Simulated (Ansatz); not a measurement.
Input file for Ansatz (an electronic-structure program): R-PBE/def2-TZVPPD on C3H4O (a complex). Files ending in .json are basis or fitting sets from the Basis Set Exchange.

Ansatz 0.2 input:
```yaml
crystal:
  periodic: [false, false, false]
  atoms:
    - {symbol: C, position_ang: [-0.03225507, 0.66755394, 0.03665717]}
    - {symbol: C, position_ang: [-0.07813684, -0.65584861, 0.00335172]}
    - {symbol: H, position_ang: [0.58370793, 1.23466737, -0.65075066]}
    - {symbol: H, position_ang: [-0.61179920, 1.23759175, 0.75271224]}
    - {symbol: H, position_ang: [-0.69655315, -1.21954141, 0.69125083]}
    - {symbol: H, position_ang: [0.49840603, -1.22846040, -0.71310154]}
    - {symbol: C, position_ang: [-0.36055120, -0.07349378, 3.51678126]}
    - {symbol: O, position_ang: [0.64470623, -0.00049870, 4.01605798]}
basis:
  gaussian:
    orbitals: def2-TZVPPD.json
hamiltonian:
  xc: {name: PBE}
scf: {lower_state_search: off}
```

Output:

```
WARN ansatz: RAYON_NUM_THREADS=1 ignored (pool sized by the plan → 1); use --threads N
Functional definition: PBE
these checks for a lower state are left out or cut short: stability, starts, cluster_reference, orbital_swaps, neighbouring_geometries, increment
integrals: 0.09 GiB planned
942 factors; their error is unknown
mean field: 0.84 GiB planned
mean field evaluation 1: about -5207.3040 eV, gradient 6.8e1 eV
mean field evaluation 2: about -5187.7609 eV, gradient 1.1e2 eV
mean field evaluation 4: about -5217.2050 eV, gradient 1.1e1 eV
mean field evaluation 8: about -5217.4509 eV, gradient 2.0e-1 eV
mean field evaluation 16: about -5217.4258 eV, gradient 1.9e-4 eV
mean field -5217.42579104 eV, -191.7368613226 hartree, gradient 1.5e-6 eV, S^2 0.000000; 0 other end points of the search recorded, 0 dependent functions left out
reference -5217.42584208 eV, -191.7368631981 hartree; 15, 15 occupied and 204, 204 virtual orbitals, 942 factors
Total energy: -5217.42584208 eV, -191.7368631981 hartree
Checks for a lower state left out: stability, starts, cluster_reference, orbital_swaps, neighbouring_geometries, increment
```

Self-consistency was reached.

Cost: around 1.9 core-seconds (rough).
